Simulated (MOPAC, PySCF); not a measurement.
C2H7NS, SMILES `CN(C)S` (C–N–S–H torsion 115°), neutral singlet in the gas phase. 

Cartesian coordinates (Å):
```xyz
11

C      1.1412     0.6112    -0.0159
N     -0.2126     0.1673     0.3000
C     -0.4856    -1.1888    -0.1647
S     -1.4279     1.3023    -0.1425
H      1.3159     1.5926     0.4201
H      1.3369     0.6683    -1.0970
H      1.8502    -0.0965     0.4202
H      0.2539    -1.8627     0.2744
H     -1.4759    -1.4964     0.1646
H     -0.4330    -1.2903    -1.2590
H     -1.8630     1.5930     1.0999
```
Charge 0, spin multiplicity 1.

All levels are single points at this geometry (B3LYP-D3(BJ)/def2-TZVP); Pople sets use spherical d functions. Orbital energies aren't observables, and empty levels follow the basis.

| level | HOMO (eV) | LUMO (eV) | gap (eV) | dipole (D) | vertical IE, Delta-SCF (eV) |
|---|---|---|---|---|---|
| B3LYP-D3(BJ)/def2-TZVP in PySCF | -6.35 | -0.02 | 6.34 | 1.05 | – |
| PBE-D3(BJ)/def2-TZVP in PySCF | -5.22 | -0.79 | 4.44 | 1.09 | – |
| B3LYP/3-21G in PySCF | -5.77 | 0.88 | 6.65 | 1.16 | – |
| B3LYP/6-311+G** in PySCF | -6.38 | -0.26 | 6.12 | 1.09 | – |
| B3LYP/LANL2DZ in PySCF | -5.92 | 0.66 | 6.58 | 0.96 | – |
| BP86/6-31G* in PySCF | -5.04 | -0.52 | 4.52 | 1.12 | – |
| SVWN5/6-31G* in PySCF | -4.96 | -0.62 | 4.34 | 1.12 | – |
| HF/3-21G in PySCF | -9.67 | 5.07 | 14.73 | 1.16 | – |
| PM7 in MOPAC | -8.74 | -0.08 | 8.66 | 1.27 | – |
